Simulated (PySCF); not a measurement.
RbCl, SMILES [Cl][Rb]. Heavy atoms are numbered as in [Rb:1][Cl:2].

Coordinates come from a B3LYP-D3(BJ)/def2-TZVPD optimisation. The def2 effective core potentials stand for the cores of Rb; spin–orbit coupling is left out.

All values below come from PBE/def2-TZVPD (PySCF).

Mulliken values depend strongly on the basis, most of all with diffuse functions as here. ESP charges are fitted to the potential on shells at 1.4 to 2.0 van der Waals radii. Atomic charges (e), one atom of each kind:

| atom | Mulliken | ESP fit |
|---|---|---|
| Rb1 | 0.87 | ___ |
| Cl2 | -0.87 | ___ |

Problem. Fill in the missing entries. (Estimate from the structure and the level; the computed values follow.)

Solution. 
- Rb1, ESP fit: 0.74
- Cl2, ESP fit: -0.74
